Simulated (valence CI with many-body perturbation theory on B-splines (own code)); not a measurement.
# E1 line list for Cr¹⁹⁺

Level of theory: valence CI with perturbative core correlation (CI+MBPT): three valence electrons over a frozen Dirac-Fock core [He], a basis of 11 s, 11 p, 10 d, 8 f, 5 g, 2 h functions for each j, with the one-electron correlation potential Σ1, the two-electron term Σ2, the three-electron term Σ3, Breit, model QED; selected CI, second order for the rest, scaled by the run's own slope (own B-spline code, finite nucleus).

No measured spectrum was set against this ion. As an estimate, levels of excited configurations hold to 0.05 to 0.15 % of their energy, terms of the ground configuration to about 0.5 %.

Lines 101 to 150 of 578 in falling wavelength, among levels below 1240.7 eV, chosen from the strongest by gf and those to the six lowest levels. Wavelengths and rates use the calculated energies, so an error of 600 cm⁻¹ moves a line at 48.60 nm by 0.29 % and its rate by three times that or more. Electric multipoles are in the length gauge with retardation, E1 and E2 with the static RPA response of the core. Weak lines are less certain than strong ones. Lines between different terms over intervals too small for the method are left out, as are lines whose strength nearly cancels. The highest levels of a list are the least certain.

Names give the largest LS component (configuration and term), which can be under half, so a name can repeat, a term be missing and a line seem to break the LS rules; names also repeat where a configuration has a term twice. Letters in brackets count levels of one name in rising energy.

| λ vac (nm) | Upper | Lower | A (s⁻¹) | log gf | Branch % |
| --- | --- | --- | --- | --- | --- |
| 48.60 | 2s.2p.3p 4P_1/2 | 2s.2p.3s 4P°_3/2 | 1.82e+09 | -0.89 | 0.7 |
| 41.63 | 2p2.3p 2P°_3/2 [c] | 2p2.3s 2D_3/2 | 3.00e+09 | -0.51 | 0.1 |
| 39.83 | 2p2.3p 2D°_5/2 [b] | 2p2.3s 2P_3/2 | 1.08e+09 | -0.81 | 0.0 |
| 39.40 | 2p2.3p 2P°_3/2 [c] | 2p2.3s 2D_5/2 | 1.67e+09 | -0.81 | 0.0 |
| 37.31 | 2p2.3p 2P°_1/2 [b] | 2p2.3s 2P_3/2 | 3.04e+09 | -0.90 | 0.1 |
| 26.06 | 2p2.3p 2F°_5/2 | 2s.2p.3p 2P_3/2 [b] | 2.36e+09 | -0.84 | 0.1 |
| 25.86 | 2p3 2D°_5/2 | 2s.2p2 2P_3/2 | 2.75e+09 | -0.78 | 16.6 |
| 25.38 | 2p2.3d 2G_9/2 | 2s.2p.3d 2F°_7/2 [b] | 1.40e+09 | -0.87 | 14.4 |
| 24.77 | 2p2.3p 2F°_7/2 | 2s.2p.3p 2D_5/2 [b] | 3.64e+09 | -0.57 | 0.2 |
| 24.56 | 2p2.3d 2D_3/2 [b] | 2s.2p.3d 2D°_3/2 [b] | 3.93e+09 | -0.85 | 0.0 |
| 23.58 | 2p2.3s 2D_5/2 | 2s.2p.3s 2P°_3/2 [b] | 4.98e+09 | -0.60 | 0.2 |
| 19.17 | 2p2.3p 4P°_5/2 | 2s.2p.3p 4P_5/2 | 4.11e+09 | -0.87 | 0.1 |
| 18.81 | 2p2.3d 4F_7/2 | 2s.2p.3d 4F°_9/2 | 3.14e+09 | -0.88 | 1.5 |
| 18.32 | 2p2.3d 2D_5/2 [a] | 2s.2p.3d 2F°_7/2 [a] | 4.91e+09 | -0.83 | 0.0 |
| 18.29 | 2p2.3d 4F_5/2 | 2s.2p.3d 4F°_7/2 | 4.73e+09 | -0.85 | 0.4 |
| 18.28 | 2p2.3p 2D°_5/2 [a] | 2s.2p.3p 2D_5/2 [a] | 4.82e+09 | -0.84 | 0.2 |
| 18.09 | 2p3 2P°_3/2 | 2s.2p2 2P_3/2 | 1.42e+10 | -0.55 | 40.9 |
| 17.85 | 2p2.3d 4F_9/2 | 2s.2p.3d 4F°_9/2 | 6.47e+09 | -0.51 | 40.5 |
| 17.68 | 2p2.3p 4D°_7/2 | 2s.2p.3p 4D_7/2 | 7.82e+09 | -0.53 | 0.4 |
| 17.53 | 2s.2p2 2D_5/2 | 2s2.2p 2P°_3/2 | 5.02e+09 | -0.86 | 100.0 |
| 17.53 | 2p2.3s 2P_3/2 | 2s.2p.3s 2P°_3/2 [a] | 9.04e+09 | -0.78 | 0.3 |
| 17.34 | 2p2.3d 4P_5/2 | 2s.2p.3d 4D°_7/2 | 6.64e+09 | -0.75 | 0.0 |
| 17.12 | 2p2.3s 4P_5/2 | 2s.2p.3s 4P°_5/2 | 8.23e+09 | -0.66 | 0.6 |
| 16.99 | 2p3 2D°_3/2 | 2s.2p2 2D_3/2 | 6.68e+09 | -0.94 | 39.9 |
| 16.80 | 2p3 2D°_5/2 | 2s.2p2 2D_5/2 | 1.05e+10 | -0.57 | 63.5 |
| 16.72 | 2p2.3d 2D_5/2 [d] | 2s.2p.3d 2D°_5/2 [b] | 6.04e+09 | -0.82 | 0.1 |
| 16.46 | 2p3 2D°_5/2 | 2s.2p2 2D_3/2 | 2.27e+09 | -1.26 | 13.7 |
| 16.19 | 2p2.3p 2P°_3/2 [d] | 2s.2p.3p 2P_3/2 [b] | 7.95e+09 | -0.90 | 0.3 |
| 16.10 | 2p2.3d 2D_5/2 [d] | 2s.2p.3d 2F°_7/2 [b] | 1.38e+10 | -0.49 | 0.1 |
| 16.00 | 2p2.3p 2P°_3/2 [d] | 2s.2p.3p 2D_5/2 [b] | 1.53e+10 | -0.63 | 0.5 |
| 15.98 | 2p2.3p 2P°_1/2 [c] | 2s.2p.3p 2D_3/2 | 1.94e+10 | -0.83 | 0.5 |
| 15.98 | 2p2.3d 2D_3/2 [c] | 2s.2p.3d 2F°_5/2 [b] | 1.55e+10 | -0.62 | 0.1 |
| 15.60 | 2s.2p2 2D_3/2 | 2s2.2p 2P°_1/2 | 7.96e+09 | -0.94 | 98.9 |
| 15.25 | 2s.2p.3d 2F°_7/2 [b] | 2s2.3d 2D_5/2 | 9.01e+09 | -0.60 | 0.1 |
| 15.13 | 2s.2p.4f 2F_5/2 | 2s2.4f 2F°_5/2 | 1.41e+10 | -0.54 | 0.6 |
| 15.13 | 2s.2p.4f 2F_7/2 [b] | 2s2.4f 2F°_7/2 | 1.42e+10 | -0.41 | 0.6 |
| 15.05 | 2s.2p.3d 2F°_5/2 [b] | 2s2.3d 2D_3/2 | 9.00e+09 | -0.74 | 0.1 |
| 15.04 | 2s.2p.4d 2F°_7/2 [b] | 2s2.4d 2D_5/2 | 1.05e+10 | -0.54 | 0.3 |
| 14.99 | 2s.2p.4p 2D_5/2 [b] | 2s2.4p 2P°_3/2 | 1.52e+10 | -0.51 | 1.1 |
| 14.98 | 2s.2p.4f 2G_9/2 [b] | 2s2.4f 2F°_7/2 | 9.32e+09 | -0.50 | 0.4 |
| 14.98 | 2s.2p.4f 2G_7/2 [b] | 2s2.4f 2F°_5/2 | 8.97e+09 | -0.62 | 0.4 |
| 14.98 | 2s.2p.4d 2F°_5/2 [b] | 2s2.4d 2D_3/2 | 1.04e+10 | -0.68 | 0.2 |
| 14.95 | 2s.2p.4d 2D°_3/2 [b] | 2s2.4d 2D_3/2 | 1.55e+10 | -0.68 | 0.2 |
| 14.94 | 2s.2p.4d 2D°_5/2 [b] | 2s2.4d 2D_5/2 | 1.66e+10 | -0.48 | 0.3 |
| 14.91 | 2s.2p.4p 2D_3/2 [b] | 2s2.4p 2P°_1/2 | 1.53e+10 | -0.69 | 1.2 |
| 14.90 | 2p3 4S°_3/2 | 2s.2p2 4P_5/2 | 1.68e+10 | -0.65 | 44.4 |
| 14.88 | 2s.2p.4p 2P_3/2 [b] | 2s2.4p 2P°_3/2 | 1.69e+10 | -0.65 | 1.2 |
| 14.85 | 2s.2p.4s 2P°_3/2 [b] | 2s2.4s 2S_1/2 | 1.70e+10 | -0.65 | 1.6 |
| 14.85 | 2s.2p.3p 2D_5/2 [b] | 2s2.3p 2P°_3/2 | 1.29e+10 | -0.59 | 1.8 |
| 14.83 | 2s.2p.4f 2D_5/2 [b] | 2s2.4f 2F°_7/2 | 1.63e+10 | -0.49 | 0.7 |
